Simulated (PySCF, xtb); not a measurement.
Te(NH2)(SH) (H3NSTe), SMILES S[Te]N. The values are those of a single conformer.

Harmonic wavenumbers (cm⁻¹) from GFN2-xTB run with xtb 6.7.1 at its own minimum, in rising order: 161, 180, 234, 357, 511, 726, 729, 868, 1504, 2421, 3411, 3445.

Q: What does B3LYP-D3(BJ)/def2-SVP (PySCF 2.14.0) give at its own minimum? (The exact figures need the calculation; the answer reports its results.)

A: 166, 300, 313, 341, 398, 652, 752, 913, 1526, 2651, 3519, 3636. Paired by order, the mean absolute difference is 85 cm⁻¹ and the zero-point energies are 20.8 and 21.7 kcal/mol.
